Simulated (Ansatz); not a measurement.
```xyz
7

Se    0.336   -0.275    2.125
C     0.202   -0.442    0.280
N     0.432   -1.283   -0.617
C    -0.138    0.071   -1.024
H    -0.196    1.092    2.125
H     0.537    0.751   -1.537
H    -1.174    0.086   -1.353
```

The species carries charge 0 and has multiplicity 1.

Problem. List the B3LYP/def2-TZVPP orbital energies in eV (the Gaussian-basis code of Ansatz). (Estimate.)

Solution. The calculation gave: Occupied: -12352.11, -1581.43, -1419.60, -1419.57, -1419.51, -390.03, -278.99, -278.08, -213.74, -157.83, -157.72, -157.53, -58.62, -58.59, -58.42, -58.34, -58.31, -27.36, -20.82, -17.72, -14.34, -13.13, -13.02, -10.74, -10.26, -9.04, -7.65, -7.12. Lowest empty: -0.83, -0.57, 0.16, 1.64, 2.25, 2.94, 3.19, 3.81.

B3LYP here is the variant with VWN-RPA as its local correlation; programs differ in this.
